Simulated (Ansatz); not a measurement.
One change: `[SiH3][O][Hf]([Cl])([Cl])[Cl]` becomes `[Cl][Hf]([Cl])([Cl])[SeH]`.

Ansatz, PBE0-D4/def2-TZVP geometries, multiplicity 1. Each molecule was computed in one conformer, which needn't be the lowest.

Elements past krypton have def2 core potentials. Scalar relativity is left out up to krypton.

| property | `[SiH3][O][Hf]([Cl])([Cl])[Cl]` |
| --- | --- |
| size of the dipole moment (ωB97M-V/def2-TZVPP) / D | 1.85 |
| HOMO–LUMO gap (PBE0/def2-TZVPP) / eV | 7.86 |
| LUMO energy (PBE/def2-TZVPP) / eV | -2.36 |
| HOMO energy (B3LYP/def2-TZVPP) / eV | -9.12 |
| LUMO energy (B3LYP/def2-TZVPP) / eV | -1.73 |
| HOMO energy (PBE0/def2-TZVPP) / eV | -9.39 |

Question: What does the change do to each property? (Estimate.)

Answer: The calculation gave: 
| property | `[Cl][Hf]([Cl])([Cl])[SeH]` | shift |
| --- | --- | --- |
| size of the dipole moment (ωB97M-V/def2-TZVPP) / D | 0.40 | -1.45 |
| HOMO–LUMO gap (PBE0/def2-TZVPP) / eV | 5.45 | -2.41 |
| LUMO energy (PBE/def2-TZVPP) / eV | -3.12 | -0.76 |
| HOMO energy (B3LYP/def2-TZVPP) / eV | -7.52 | 1.60 |
| LUMO energy (B3LYP/def2-TZVPP) / eV | -2.50 | -0.77 |
| HOMO energy (PBE0/def2-TZVPP) / eV | -7.78 | 1.61 |

With PBE0 the HOMO rises by 1.61 eV and the LUMO falls by 0.79 eV, so the gap narrows by about 2.40 eV. PBE moves the HOMO by 1.33 eV and ωB97M-V by 1.78 eV. Dipoles are sizes alone; their direction can turn.

B3LYP here is the variant with VWN-RPA as its local correlation; programs differ in this.

Spin–orbit coupling is left out; it splits and shifts lone-pair levels of the heavy atoms by tenths of an eV.
